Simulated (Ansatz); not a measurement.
`COB(C)F` + `F[SiH2]N[SiH3]` → `CN([SiH3])[SiH2]F` + `COBF`  (substitution at a C–B bond)

Calculated with Ansatz (gas phase, PBE0-D4/def2-TZVP geometries, no zero-point term in ΔE). CCSD(T)/CBS adds triple-zeta CCSD(T) − MP2 to the extrapolated MP2 energy (def2 sets, frozen cores). This one scheme is used for every species. DFT in def2-TZVPP. B3LYP here is the variant with VWN-RPA as its local correlation; programs differ in this. One conformer a species, not always the lowest.

Q: Is it downhill or uphill in electronic energy at CCSD(T)/CBS, and by how much? (An estimate is asked.)

A: Computed: Uphill: ΔE = +20.9 kcal/mol.

Q: What do these levels give: PBE-D4, r2SCAN-D4, B3LYP-D4, ωB97M-V, B2PLYP, PBE, r2SCAN, HF/def2-TZVPP, MP2/def2-TZVPP, CCSD(T)/def2-TZVPP, MP2/def2-QZVPP, SCS-MP2/def2-QZVPP? (Estimate.)

A: Computed: PBE-D4 20.2, r2SCAN-D4 22.0, B3LYP-D4 20.0, ωB97M-V 21.2, B2PLYP 20.8, PBE 20.9, r2SCAN 22.1, HF/def2-TZVPP 21.1, MP2/def2-TZVPP 20.4, CCSD(T)/def2-TZVPP 20.3, MP2/def2-QZVPP 20.7, SCS-MP2/def2-QZVPP 20.0 kcal/mol.

Largest T1 diagnostic among the species: 0.013.

The D4 term adds −1.0 kcal/mol with B3LYP and −0.6 kcal/mol with PBE0; it sums over pairs of atoms, weighted by their polarisabilities, and B3LYP, whose exchange is more repulsive, gets the larger term.
